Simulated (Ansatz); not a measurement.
Steps of a relaxation of H3InS3, SMILES `[SH][In]([SH])[SH]` with RKS PBE-D4/def2-SVP.

```sh
$ ansatz run in.yaml --threads 4 --pin off --events-out ev --progress --plain --max-ram 10444MiB
```

```yaml
crystal:
  periodic: [false, false, false]
  atoms:
    - {symbol: S, position_ang: [-1.780900, 0.701500, -0.147300]}
    - {symbol: In, position_ang: [-0.203100, 0.750200, 0.467200]}
    - {symbol: S, position_ang: [0.632300, -0.192200, 1.853700]}
    - {symbol: S, position_ang: [1.420700, 0.985400, -1.199400]}
    - {symbol: H, position_ang: [-1.639100, -0.577300, -0.637000]}
    - {symbol: H, position_ang: [0.508600, -1.364500, 1.126000]}
    - {symbol: H, position_ang: [1.122800, -0.371200, -1.508900]}
basis:
  gaussian: {orbitals: def2-SVP}
hamiltonian: {xc: pbe, dispersion: d4}
relax: {f_tol: 0.03, max_steps: 200}
```

Positions (Å) and forces (eV/Å) along the path, 17 of 17 steps:

```xyz
7
step=1 energy=-37693.2753 eV
S    -1.781    0.702   -0.147  -37.564   -0.821  -14.479
In   -0.203    0.750    0.467   26.146    9.655    0.638
S     0.632   -0.192    1.854    9.258  -10.416   15.644
S     1.421    0.985   -1.199    1.910   -0.445   -2.425
H    -1.639   -0.577   -0.637   -0.200    0.417    0.013
H     0.509   -1.365    1.126    0.179    0.443    0.365
H     1.123   -0.371   -1.509    0.271    1.167    0.244
7
step=2 energy=-37702.2337 eV
S    -1.962    0.700   -0.219  -12.420   -0.664   -4.313
In   -0.107    0.810    0.453    5.983    5.293   -2.235
S     0.698   -0.262    1.960    4.252   -6.056    8.442
S     1.442    0.985   -1.223    2.004   -0.312   -2.567
H    -1.645   -0.576   -0.639   -0.230    0.350    0.027
H     0.511   -1.362    1.130    0.174    0.375    0.455
H     1.125   -0.363   -1.507    0.237    1.014    0.191
7
step=3 energy=-37705.8149 eV
S    -2.146    0.655   -0.188   -2.693   -0.586   -0.929
In    0.031    0.897    0.371    0.289    1.580   -0.450
S     0.639   -0.361    2.112    1.014   -2.259    2.569
S     1.535    1.012   -1.354    1.414   -0.256   -1.841
H    -1.650   -0.576   -0.625   -0.450    0.519    0.118
H     0.507   -1.375    1.160    0.136    0.345    0.579
H     1.146   -0.320   -1.522    0.290    0.657   -0.047
7
step=4 energy=-37706.5074 eV
S    -2.236    0.662   -0.130   -0.600   -0.471   -0.544
In    0.106    0.794    0.271   -0.541    0.587    0.361
S     0.572   -0.386    2.246    0.465   -0.991    0.649
S     1.628    1.091   -1.470    0.766   -0.225   -1.006
H    -1.792   -0.570   -0.622   -0.508    0.493    0.147
H     0.521   -1.423    1.313    0.096    0.218    0.623
H     1.264   -0.236   -1.653    0.321    0.389   -0.229
7
step=5 energy=-37706.8054 eV
S    -2.307    0.705   -0.190   -0.008   -0.400   -0.293
In    0.086    0.800    0.290   -0.569   -0.284    0.349
S     0.644   -0.405    2.323    0.169   -0.462   -0.068
S     1.645    1.112   -1.482    0.468   -0.202   -0.620
H    -1.974   -0.558   -0.681   -0.268    0.541    0.183
H     0.601   -1.508    1.475    0.065    0.378    0.438
H     1.365   -0.213   -1.780    0.143    0.429    0.012
7
step=6 energy=-37706.9464 eV
S    -2.359    0.766   -0.237    0.117   -0.357   -0.154
In    0.038    0.619    0.244   -0.092    0.141    0.249
S     0.724   -0.386    2.377   -0.026   -0.246   -0.307
S     1.680    1.151   -1.476   -0.011   -0.322   -0.119
H    -2.162   -0.512   -0.728   -0.240    0.316    0.078
H     0.688   -1.550    1.633    0.083    0.163    0.329
H     1.452   -0.156   -1.859    0.169    0.304   -0.077
7
step=7 energy=-37707.0118 eV
S    -2.371    0.786   -0.262    0.017    0.206    0.072
In    0.024    0.541    0.227    0.010   -0.023   -0.009
S     0.743   -0.378    2.389   -0.031    0.167    0.066
S     1.700    1.156   -1.463    0.008    0.177    0.131
H    -2.356   -0.477   -0.759   -0.032   -0.194   -0.075
H     0.767   -1.606    1.808    0.038   -0.155   -0.048
H     1.554   -0.089   -1.985   -0.011   -0.179   -0.137
7
step=8 energy=-37707.0481 eV
S    -2.349    0.839   -0.333    0.020   -0.251   -0.126
In    0.015    0.434    0.207   -0.001    0.116    0.005
S     0.658   -0.369    2.435   -0.050   -0.302   -0.132
S     1.762    1.120   -1.381   -0.010   -0.377   -0.116
H    -2.483   -0.472   -0.730    0.003    0.214    0.125
H     0.924   -1.604    1.886    0.047    0.273    0.125
H     1.535   -0.017   -2.129   -0.010    0.327    0.119
7
step=9 energy=-37707.1542 eV
S    -2.304    0.868   -0.499    0.015   -0.597   -0.130
In    0.014    0.440    0.205   -0.003   -0.040   -0.028
S     0.483   -0.429    2.454    0.204   -0.667   -0.399
S     1.886    1.006   -1.282   -0.271   -0.701   -0.479
H    -2.561   -0.498   -0.574    0.108    0.598    0.166
H     1.112   -1.554    1.904   -0.234    0.730    0.301
H     1.431    0.099   -2.254    0.181    0.677    0.569
7
step=10 energy=-37707.3445 eV
S    -2.251    0.851   -0.658    0.146   -0.361   -0.001
In    0.005    0.348    0.159    0.006    0.160    0.059
S     0.333   -0.522    2.421    0.106   -0.258   -0.325
S     1.971    0.857   -1.206   -0.264   -0.323   -0.160
H    -2.596   -0.452   -0.383   -0.054    0.275    0.038
H     1.249   -1.411    1.904   -0.091    0.243    0.211
H     1.350    0.261   -2.282    0.151    0.264    0.176
7
step=11 energy=-37707.4482 eV
S    -2.152    0.798   -0.781   -0.375   -0.203   -0.098
In    0.003    0.276    0.129    0.259   -0.017    0.100
S     0.231   -0.616    2.360    0.228   -0.310    0.067
S     1.976    0.727   -1.186    0.026   -0.109   -0.278
H    -2.651   -0.372   -0.264   -0.007    0.241   -0.021
H     1.370   -1.322    2.035   -0.254    0.261    0.064
H     1.284    0.441   -2.338    0.123    0.136    0.165
7
step=12 energy=-37707.5204 eV
S    -2.141    0.702   -0.884   -0.044   -0.060   -0.025
In    0.015    0.190    0.089    0.014    0.016    0.013
S     0.161   -0.726    2.324    0.001   -0.048    0.009
S     2.029    0.601   -1.187    0.013   -0.022   -0.042
H    -2.732   -0.262   -0.119   -0.036    0.058    0.012
H     1.423   -1.183    2.077    0.017    0.015    0.040
H     1.307    0.610   -2.345    0.035    0.040   -0.007
7
step=13 energy=-37707.5431 eV
S    -2.146    0.580   -0.973    0.056   -0.069    0.096
In    0.012    0.107    0.041   -0.056   -0.022   -0.001
S     0.120   -0.833    2.278    0.016    0.027   -0.076
S     2.055    0.510   -1.201   -0.033    0.001    0.003
H    -2.781   -0.121    0.013   -0.008    0.054   -0.049
H     1.457   -1.064    2.137    0.002   -0.006    0.037
H     1.344    0.753   -2.340    0.024    0.015   -0.010
7
step=14 energy=-37707.5471 eV
S    -2.138    0.534   -0.986    0.001    0.038   -0.117
In    0.007    0.032    0.011    0.047    0.035    0.022
S     0.127   -0.852    2.262   -0.056   -0.027    0.027
S     2.051    0.498   -1.203    0.004   -0.027    0.020
H    -2.820   -0.051    0.035   -0.036   -0.037    0.085
H     1.474   -1.033    2.173    0.051    0.001   -0.003
H     1.361    0.803   -2.337   -0.011    0.018   -0.034
7
step=15 energy=-37707.5498 eV
S    -2.138    0.500   -1.008   -0.002   -0.004    0.000
In    0.009    0.025    0.009   -0.001   -0.001    0.000
S     0.117   -0.889    2.250    0.000   -0.003   -0.002
S     2.052    0.467   -1.218    0.003   -0.003   -0.002
H    -2.814   -0.014    0.059    0.001    0.005    0.001
H     1.475   -0.999    2.194    0.000    0.004    0.002
H     1.360    0.842   -2.331    0.000    0.004    0.001
7
step=16 energy=-37707.5495 eV rejected
S    -2.136    0.466   -1.026   -0.077   -0.048    0.126
In    0.010   -0.005   -0.004    0.001   -0.002    0.001
S     0.110   -0.919    2.237    0.104   -0.002   -0.005
S     2.054    0.438   -1.226   -0.050    0.028   -0.070
H    -2.812    0.029    0.083    0.070    0.049   -0.125
H     1.477   -0.959    2.208   -0.100    0.001    0.009
H     1.358    0.883   -2.316    0.051   -0.026    0.065
7
step=17 energy=-37707.5502 eV
S    -2.139    0.484   -1.015   -0.005   -0.009    0.016
In    0.009    0.011    0.003   -0.002   -0.002   -0.007
S     0.114   -0.905    2.244    0.014   -0.001   -0.002
S     2.051    0.450   -1.225    0.001    0.003   -0.011
H    -2.814    0.006    0.070    0.007    0.008   -0.012
H     1.476   -0.979    2.206   -0.016    0.004   -0.002
H     1.364    0.866   -2.328    0.001   -0.004    0.017
```

Run time 12 s (4 threads of an Intel Xeon Platinum 8488C on a shared host); peak host memory 0.17 GiB.
